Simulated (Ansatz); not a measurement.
Relaxation of F$_{5}$H$_{3}$OW (10 atoms, charge 0, multiplicity 1), to a largest force component of 0.03 eV/Å in at most 50 steps.

Level of theory: Ansatz 0.2.0, RKS PBE0-D4/def2-SVP.

```xyz
10
Properties=species:S:1:pos:R:3:forces:R:3
W 0.128 0.315 -0.322 0.42 0.54 0.50
F 0.794 -0.310 2.590 0.10 -0.07 0.00
H 1.639 -0.397 -0.111 0.00 0.01 0.01
F -0.452 1.850 -1.193 0.00 0.00 0.00
F -1.238 0.461 0.950 0.02 0.00 -0.03
F -0.365 -1.465 -0.236 0.00 0.00 0.00
F 0.591 -0.118 -2.067 -0.01 0.00 0.02
O 1.118 1.522 0.780 -0.36 -0.47 -0.64
H 1.919 1.205 1.218 0.00 0.00 -0.01
H 0.287 0.464 2.543 -0.17 -0.01 0.16
```

**Question.** Where does it end, and by what steps?

**Answer.** The forces met the threshold. After 14 steps the energy has fallen by 0.227 eV; H10 moved furthest, 0.75 Å. Joined: W1–F2 (3.05 → 2.48 Å).

```json
{"step": "0", "energy less start (eV)": "0.0000", "largest force component (eV/Å)": "0.642", "accepted": "yes"}
{"step": "1", "energy less start (eV)": "-0.0400", "largest force component (eV/Å)": "1.142", "accepted": "yes"}
{"step": "2", "energy less start (eV)": "-0.0634", "largest force component (eV/Å)": "1.673", "accepted": "yes"}
{"step": "3", "energy less start (eV)": "-0.1163", "largest force component (eV/Å)": "1.206", "accepted": "yes"}
{"step": "4", "energy less start (eV)": "-0.1330", "largest force component (eV/Å)": "1.692", "accepted": "yes"}
{"step": "5", "energy less start (eV)": "-0.0857", "largest force component (eV/Å)": "1.501", "accepted": "no"}
{"step": "6", "energy less start (eV)": "-0.1855", "largest force component (eV/Å)": "0.206", "accepted": "yes"}
{"step": "7", "energy less start (eV)": "-0.2025", "largest force component (eV/Å)": "0.165", "accepted": "yes"}
{"step": "8", "energy less start (eV)": "-0.2132", "largest force component (eV/Å)": "0.502", "accepted": "yes"}
{"step": "9", "energy less start (eV)": "-0.2190", "largest force component (eV/Å)": "0.239", "accepted": "yes"}
{"step": "10", "energy less start (eV)": "-0.2240", "largest force component (eV/Å)": "0.053", "accepted": "yes"}
{"step": "11", "energy less start (eV)": "-0.2257", "largest force component (eV/Å)": "0.088", "accepted": "yes"}
{"step": "12", "energy less start (eV)": "-0.2256", "largest force component (eV/Å)": "0.241", "accepted": "no"}
{"step": "13", "energy less start (eV)": "-0.2269", "largest force component (eV/Å)": "0.038", "accepted": "yes"}
{"step": "14", "energy less start (eV)": "-0.2272", "largest force component (eV/Å)": "0.023", "accepted": "yes"}
```

```xyz
10
Properties=species:S:1:pos:R:3
W 0.208 0.364 -0.158
F 0.742 -0.357 2.152
H 1.702 -0.404 -0.007
F -0.513 1.737 -1.191
F -1.148 0.690 1.148
F -0.414 -1.376 0.042
F 0.611 -0.221 -1.880
O 1.307 1.694 0.536
H 2.066 1.534 1.110
H -0.138 -0.133 2.402
```

Time of the run: 47 s on 4 threads of Arm Neoverse V1 (shared host), peak memory 0.36 GiB.
